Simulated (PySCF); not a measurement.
SMILES CSC[Si](C)(C)C (C5H14SSi) (GFN2-xTB optimised geometry):

```
21

C      2.425    -1.749     0.000
S      0.608    -1.749     0.000
C      0.324     0.048     0.000
Si    -1.555     0.437     0.015
C     -2.316    -0.308     1.594
C     -1.740     2.336     0.012
C     -2.343    -0.320    -1.545
H      2.788    -1.245    -0.892
H      2.744    -2.786    -0.003
H      2.788    -1.250     0.895
H      0.808     0.451    -0.888
H      0.822     0.453     0.880
H     -3.393    -0.175     1.615
H     -1.911     0.153     2.490
H     -2.112    -1.373     1.651
H     -2.788     2.614     0.022
H     -1.292     2.783    -0.870
H     -1.274     2.786     0.882
H     -2.139    -1.385    -1.598
H     -1.954     0.135    -2.451
H     -3.421    -0.188    -1.548
```

Calculation: CAM-B3LYP/def2-SVP in PySCF 2.14.0.

Q: What are the frontier orbital energies and the dipole moment?

A: HOMO-2 -9.66 eV, HOMO-1 -9.50 eV, HOMO -7.33 eV, LUMO 2.24 eV, LUMO+1 2.70 eV; dipole moment 1.31 D.

Meta-Löwdin charges at CAM-B3LYP/def2-SVP: C1 -0.34, S2 0.00, C3 -0.47, Si4 0.92, C5 -0.55, C6 -0.54, C7 -0.55, H8 0.11, H9 0.12, H10 0.11, H11 0.10, H12 0.10, H13 0.11, H14 0.11, H15 0.11, H16 0.11, H17 0.11, H18 0.11, H19 0.11, H20 0.11, H21 0.11.
